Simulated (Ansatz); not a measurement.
`NBBr` + `[SiH3]Cl` → `NB[SiH2]Cl` + HBr  (formal exchange of groups at a B–Br bond)

Computed with Ansatz on PBE0-D4/def2-TZVP structures; ΔE is electronic, products minus reactants. CBS: MP2 limit from def2 TZ/QZ plus the TZ coupled-cluster correction, frozen cores. This one scheme is used for every species. DFT in def2-TZVPP. B3LYP here is the variant with VWN-RPA as its local correlation; programs differ in this. For Br outer-core shells are correlated without core-valence functions, which leaves a few kJ/mol of doubt a bond. Scalar relativity is left out up to krypton. One conformer a species, not always the lowest.

Problem. Is it downhill or uphill in electronic energy at CCSD(T)/CBS, and by how much? (Estimate.)

Solution. The calculation gave: Uphill: ΔE = +97.8 kJ/mol.

Problem. What do these levels give: B3LYP-D4, r2SCANh-D4, CAM-B3LYP-D4, CCSD/def2-SVP, CCSD(T)/def2-SVP, CCSD/def2-TZVPP? (Estimate.)

Solution. Computed: B3LYP-D4 93.8, r2SCANh-D4 97.9, CAM-B3LYP-D4 95.3, CCSD/def2-SVP 96.5, CCSD(T)/def2-SVP 95.6, CCSD/def2-TZVPP 97.8 kJ/mol.

Largest T1 diagnostic among the species: 0.012.

From BLYP to BHLYP (50 % exact exchange), in def2-TZVPP and without D4, ΔE moves by +9.3 kJ/mol. In def2-TZVPP, CCSD(T) changes the Hartree–Fock value by −14.3 kJ/mol (the triples alone add −1.1 kJ/mol) and MP2 by −4.7 kJ/mol. Leaving LDA and LC-ωPBE aside and taking each functional with its dispersion term where it has one, the values, not all of them listed here, spread over 13.9 kJ/mol, from revPBE-D4 to PBE-QIDH.
